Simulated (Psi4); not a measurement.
Complex: H2 (SMILES [H][H]) (first 2 atoms) with H2 (SMILES [H][H]); geometry from B3LYP-D3(BJ)/def2-TZVP, rigid monomers moved along the line of their centres of mass till H1···H4 is 2.65 Å.
(charge 0, multiplicity 1):
```xyz
4

H      0.01919     0.21922    -0.28212
H      0.18702    -0.10959    -0.92802
H     -0.20853     0.24344     2.71102
H      0.03782    -0.33420     2.31208
```

Level of theory: SAPT0/jun-cc-pV(D+d)Z in Psi4.

Problem. Give the four SAPT terms and the total, and say what mostly holds the pair together.

Solution. electrostatics -5.2, exchange 15.4, induction -1.5, dispersion -4.2, total 4.5 meV; the largest attraction is electrostatics.
